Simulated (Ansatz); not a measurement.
Ideal-gas functions of C$_{2}$HCl$_{2}$FHf (`C#[C][Hf]([F])([Cl])[Cl]`) at 600 K and 1 bar, from an Ansatz frequency run at PBE0-D4/def2-TZVP.

Molar mass 293.42 g/mol, point group Cs (symmetry number 1), electronic degeneracy 1, moments of inertia 388.411, 395.248, 532.106 u Å². Harmonic wavenumbers (cm⁻¹, unscaled): 69, 75, 96, 126, 142, 208, 219, 386, 395, 443, 665, 749, 750, 2092, 3449.

Use S(trans) = R[1.5 ln M + 2.5 ln T − 1.1517]; rotational temperatures θ = 24.2544 K / I; S(rot) = R[ln(√π/σ · √(T³/θAθBθC)) + 1.5]; for each mode x = 1.438777 ν̃/T, S = R[x/(eˣ − 1) − ln(1 − e⁻ˣ)] and H = RT x/(eˣ − 1); 1 cm⁻¹ = 0.0119627 kJ/mol; R = 8.31446 J/(mol·K).

Problem. By hand: the entropy, in J/(mol·K).

Solution. Translation 194.3. Rotation: θ = 0.0624, 0.0614, 0.0456 K, giving 133.0. Vibration, mode by mode: 23.28, 22.59, 20.54, 18.30, 17.31, 14.18, 13.76, 9.25, 9.07, 8.19, 5.26, 4.48, 4.47, 0.33, 0.02, in all 171.1. Electronic 0.0. Sum 498.4 J/(mol·K).

Problem. By hand: H − E and G − E in kJ/mol, counted from the electronic energy.

Solution. Zero-point energy ½ × 9864 × 0.0119627 = 59.0; thermal vibration 44.3; translation, rotation and pV give 4 RT = 20.0. H − E = 123.3 kJ/mol, and G − E = 123.3 − 600 × 498.4/1000 = -175.7 kJ/mol.

Vibration gives 34 % of the entropy, 102.0 J/(mol·K) of it from the modes under 150 cm⁻¹: soft modes count most, and the harmonic formula is weakest for them.
